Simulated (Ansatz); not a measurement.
Born–Oppenheimer molecular dynamics of Cl3H4NSi (9 atoms, charge 0, multiplicity 1). It starts from a rough guess of a transition structure, not a stationary point.

The calculation used UHF/def2-SVP in Ansatz 0.2.0.

```yaml
ensemble: NVE (velocity Verlet)
time_step: 0.5 fs
steps_asked: 150
starting_velocities_drawn_for: 1000 K
seed: 672187
```

First frame:

```xyz
9
Properties=species:S:1:pos:R:3
Si -0.569 0.658 -0.161
H -1.071 -1.147 -0.048
Cl -1.198 0.739 -2.080
Cl -1.855 1.115 1.333
Cl 0.726 2.260 -0.081
H -0.159 -1.462 0.148
N 0.974 -0.742 0.243
H 1.462 -0.615 1.122
H 1.689 -0.807 -0.475
```

Problem. How far do the bonds stretch over the last three quarters of this one trajectory? (Pairs bonded in most of those frames.)

Solution. 
```
   bond  mean (Å)  spread (Å)  shortest  longest
Si1–Cl3     2.083       0.088      1.94     2.21
Si1–Cl4     2.071       0.039      2.02     2.14
Si1–Cl5     2.051       0.047      1.99     2.12
 Si1–N7     1.737       0.145      1.54     1.97
  H2–H6     0.758       0.022      0.73     0.79
  N7–H8     1.011       0.013      0.98     1.04
  N7–H9     1.010       0.038      0.95     1.08
```

Mean temperature of the second half: 3538 K. The conserved energy stayed within 0.35 meV per atom of its start (net change 0.098 meV per atom), so the integration is sound. The kinetic energy rose, since the run started high on the potential surface and went downhill. It ends in pieces (Cl3H2NSi + H2), so much of that is their flight and rotation, not heat. A run of 0.075 ps of so small a system gives no equilibrium averages. The orbitals were unrestricted but ended closed-shell.

Run time: 9.4 min on 2 threads of Arm Neoverse N1, with other jobs on the host, peak memory 0.33 GiB.
